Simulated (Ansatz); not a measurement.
Consider the silylene formation by 1,1-elimination: `CO[SiH](C)F` → `CO[Si]C` + H–F.

Calculated with Ansatz (gas phase, PBE0-D4/def2-TZVP geometries, no zero-point term in ΔE). CCSD(T)/CBS adds triple-zeta CCSD(T) − MP2 to the extrapolated MP2 energy (def2 sets, frozen cores). This one scheme is used for every species. Each species was taken in one conformer, which may not be the lowest.

`CO[SiH](C)F`:

```xyz
12

C    -0.652    2.033    0.032
O    -0.036    0.830    0.436
Si   -0.101   -0.568   -0.395
C     0.976   -1.795    0.458
F    -1.608   -1.112   -0.423
H    -0.200    2.855    0.590
H    -0.510    2.220   -1.038
H    -1.725    2.013    0.245
H     0.252   -0.324   -1.818
H     0.656   -1.930    1.494
H     2.015   -1.457    0.462
H     0.932   -2.764   -0.045
```

`CO[Si]C`:

```xyz
10

C    -1.477   -0.485    0.134
O    -0.797    0.120    1.209
Si    0.720    0.728    1.398
C     1.515    0.439   -0.312
H    -2.363    0.107   -0.109
H    -0.852   -0.569   -0.759
H    -1.802   -1.484    0.433
H     0.971    0.960   -1.110
H     1.542   -0.626   -0.575
H     2.543    0.810   -0.310
```

H–F:

```xyz
2

F     0.103   -0.434    0.114
H    -0.103    0.434   -0.114
```

```tsv
species	CCSD(T)/CBS(def2) energy (Eh)
`CO[SiH](C)F`	-544.48370
`CO[Si]C`	-443.95718
H–F	-100.39570
```

(1) Work out ΔE.

(2) What do rigid-rotor, harmonic-oscillator terms from PBE0-D4/def2-TZVP frequencies (298.15 K, 1 bar) make of the CCSD(T)/CBS value? (Estimate.)

Largest T1 diagnostic among the species: 0.014.

## Answers

(1) ΔE = (-443.95718) + (-100.39570) − (-544.48370) = 0.13082 Eh = +82.1 kcal/mol.

(2) The calculation gave: ΔZPE = -2.4 kcal/mol, ΔH = +81.0 kcal/mol, ΔS = 146 J/(mol·K), ΔG = +70.6 kcal/mol.

From r2SCAN to r2SCAN0 (25 % exact exchange), in def2-TZVPP and without D4, ΔE moves by +1.4 kcal/mol. The D4 term adds +0.9 kcal/mol with B3LYP and +0.5 kcal/mol with PBE0; it sums over pairs of atoms, weighted by their polarisabilities, and B3LYP, whose exchange is more repulsive, gets the larger term.

B3LYP here is the variant with VWN-RPA as its local correlation; programs differ in this.
